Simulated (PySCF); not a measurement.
Species: C₄H₅F₃O₂.
Geometry (GFN2-xTB, Å), atoms numbered from 1 in this order:
```xyz
14
C4H5F3O2 angstrom
C      1.996   -0.186   -0.070
O      0.836    0.248   -0.784
C     -0.328    0.248   -0.068
C     -1.059   -1.099   -0.038
F     -2.237   -1.018    0.589
F     -0.353   -2.055    0.578
F     -1.305   -1.539   -1.278
C     -1.123    1.480    0.014
O     -0.401    0.976    1.109
H      1.968   -1.261    0.120
H      2.082    0.356    0.874
H      2.833    0.053   -0.721
H     -2.201    1.425    0.094
H     -0.709    2.371   -0.441
```

Computed, not measured: CAM-B3LYP/def2-SVPD in PySCF (dipole) on a GFN2-xTB geometry, gas phase.

Masses are those of the commonest isotopes; rigid-rotor values at the optimised geometry. The values belong to one conformer with, in the numbering `[CH3:1][O:2][C@:3]1([C:4]([F:5])([F:6])[F:7])[CH2:8][O:9]1`, C1–O2–C3–C4 -85°.

**Question.** Give the principal moments of inertia and the rotational constants in MHz.

**Answer.** Ia = 226.81, Ib = 313.27, Ic = 403.24 u·Å²; 505379 MHz·u·Å²/I gives A = 2228, B = 1613, C = 1253 MHz.

**Question.** Classify the top.

**Answer.** An asymmetric top: κ = (2 × 1613 − 2228 − 1253)/(2228 − 1253) = -0.26.

**Question.** Is it planar, by Δ = Ic − Ia − Ib?

**Answer.** Not planar: Δ = Ic − Ia − Ib = -136.83 u·Å². For a rigid frame Δ = −2 Σ m c², so Σ m c² = 68.42 u·Å² lies off the ab plane: 3.30 from hydrogen and 65.12 from heavier atoms. The atom farthest from that plane is 1.14 Å away.

**Question.** Which lines would a microwave search look for?

**Answer.** The dipole components are |μa| = 1.70 D, |μb| = 0.51 D, |μc| = 0.47 D. Intensities carry the squares of the components, which stand as 1.00 : 0.09 : 0.08 (a : b : c). Some lines, for components of 0.1 D or more:

```
type  branch         J(Ka,Kc)   MHz  lower level (cm⁻¹)
   a       Q  1(1,0) ← 1(1,1)   360               0.116
   c       Q  2(1,2) ← 2(0,2)   373               0.283
   c       Q  1(1,1) ← 1(0,1)   615               0.096
   b       Q  1(1,0) ← 1(0,1)   975               0.096
   a       Q  2(1,1) ← 2(1,2)  1080               0.295
   b       Q  2(1,1) ← 2(0,2)  1453               0.283
   c       Q  2(2,1) ← 2(1,1)  1845               0.331
   b       Q  2(2,0) ← 2(1,1)  1963               0.331
   a       R  1(0,1) ← 0(0,0)  2867               0.000
   b       Q  2(2,1) ← 2(1,2)  2925               0.295
   b       R  1(1,1) ← 0(0,0)  3482               0.000
   c       R  1(1,0) ← 0(0,0)  3841               0.000
   b       R  2(0,2) ← 1(1,1)  5000               0.116
   a       R  2(1,2) ← 1(1,1)  5373               0.116
   a       R  2(0,2) ← 1(0,1)  5615               0.096
   b       R  2(1,2) ← 1(0,1)  5988               0.096
   a       R  2(1,1) ← 1(1,0)  6093               0.128
   c       R  2(1,1) ← 1(0,1)  7068               0.096
   b       R  2(2,1) ← 1(1,0)  7938               0.128
   c       R  2(2,0) ← 1(1,0)  8056               0.128
   c       R  2(2,1) ← 1(1,1)  8298               0.116
   b       R  2(2,0) ← 1(1,1)  8416               0.116
```

No GFN2-xTB frequencies stand behind this structure, so it isn't proved a minimum. These are rigid-rotor constants of the computed structure; measured ground-state constants (B0) also hold zero-point vibration. A rigid rotor knows nothing of internal rotation, which can split or shift real lines.

Time: 64 s; peak memory 1.1 GiB. Hardware: Arm Neoverse V2, one thread, shared host with 32 logical CPUs at a one-minute load of 20. This is the CAM-B3LYP/def2-SVPD job that gave the dipole, with the excitations it also computed.
